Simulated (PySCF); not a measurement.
CH4GeO, SMILES C[O][GeH] (connectivity only; charge and spin as stated), neutral, multiplicity 1.

Geometry optimised at ωB97X-D3(BJ)/def2-TZVP.

Calculation: CAM-B3LYP/def2-TZVPD (PySCF).

Symmetry labels are those of the subgroup Cs that the program uses (full group Cs).

Computed valence orbital energies around the gap with their symmetry:
```tsv
orbital	symmetry	energy (eV)
HOMO−7	A'	-20.71
HOMO−6	A'	-16.42
HOMO−5	A"	-14.15
HOMO−4	A'	-14.08
HOMO−3	A'	-12.89
HOMO−2	A'	-10.06
HOMO−1	A"	-9.98
HOMO	A'	-8.19
LUMO	A"	-1.22
LUMO+1	A'	0.87
LUMO+2	A'	1.15
LUMO+3	A'	1.67
```
